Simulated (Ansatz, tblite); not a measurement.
Isomers of Be5Se5 (singlet), found by a short tight-binding search and relaxed with PBE-D4/def2-SVP in Ansatz.

The xTB rows come from tblite.

Other spin states were run for one of them alone.

A:

```xyz
10

Be   -1.823    0.652   -1.135
Be    2.064   -0.933   -0.311
Be   -1.740   -0.153    1.308
Be    0.687    1.017   -1.932
Be    0.709   -0.552    2.113
Se   -2.684   -0.986   -0.291
Se    2.061   -1.920    1.470
Se    2.300   -0.189   -2.190
Se   -0.693    0.755    2.793
Se   -0.881    2.309   -1.826
```

B:

```xyz
10

Be    1.6039    1.4889   -0.6205
Be    0.7789   -1.4281    0.0698
Be   -0.6661    0.8007   -1.1418
Be   -0.0428    0.1050    1.6243
Be   -1.5391   -1.0935    0.2647
Se   -1.8235    1.0155    0.7510
Se    2.0889    0.1830    0.9239
Se   -0.5481   -1.3636   -1.6614
Se    0.5162    2.3490   -2.0439
Se   -0.3683   -2.0567    1.8338
```

Estimate which lies lowest at each level, and how far above it the others are (kJ/mol).


| level | A | B |
| --- | --- | --- |
| GFN1-xTB | 49.4 | 0.0 |
| GFN2-xTB | 0.0 | 67.6 |
| PBE-D4/def2-TZVP | 131.5 | 0.0 |
| r2SCAN-D4/def2-TZVP | 98.7 | 0.0 |
| PBE0-D4/def2-TZVP | 134.0 | 0.0 |
Point groups (tolerance 0.1 Å): A not assigned, B Cs. Lower isomers may exist.
